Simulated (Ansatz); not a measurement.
**A geometry optimisation of AlGaH5P with B3LYP-D3(BJ)/def2-SVP**

The starting geometry of this gas-phase singlet was optimised with GFN2-xTB.

```xyz
8

Al    0.2829    0.8319   -0.8835
Ga   -0.6515   -1.4202    0.7513
P     1.6917   -0.2506    0.7398
H    -0.1031   -0.5597   -1.6653
H     2.2417   -1.1404   -0.1792
H    -0.9949    1.1114    0.1016
H     2.9095    0.1422    1.2382
H     0.9228    1.9881   -1.6813
```

Predict what becomes of its bonds when it is optimised with B3LYP-D3(BJ)/def2-SVP.

A new bond forms, giving a structure given below by its coordinates. Distances that change by over a tenth: Ga2–P3 (2.62 → 3.01 Å). Contacts that close: Al1–Ga2 (2.94 → 2.72 Å).

The energy falls by 0.55 eV over 13 steps:

| step | E − E(last) (eV) |
| --- | --- |
| 1 | 0.554 |
| 2 | 0.277 |
| 4 | 0.079 |
| 5 | 0.050 |
| 6 | 0.019 |
| 8 | 0.005 |
| 9 | 0.002 |
| 10 | 0.000 |
| 12 | 0.000 |
| 13 | 0.000 |

Final geometry (Å):

```xyz
8

Al    0.4757    0.7327   -0.8090
Ga   -1.1358   -1.0634    0.4462
P     1.8382   -0.6199    0.6021
H    -0.4182   -0.5734   -1.3970
H     2.8554   -1.0142   -0.3102
H    -0.7349    0.9313    0.3513
H     2.5620    0.3804    1.3079
H     0.8566    1.9293   -1.7698
```

Frequencies at the end are all real (lowest 64 cm⁻¹). Run with Ansatz 0.2.0, 18 s on 2 threads of Intel(R) Xeon(R) 6975P-C (Granite Rapids) (shared host).
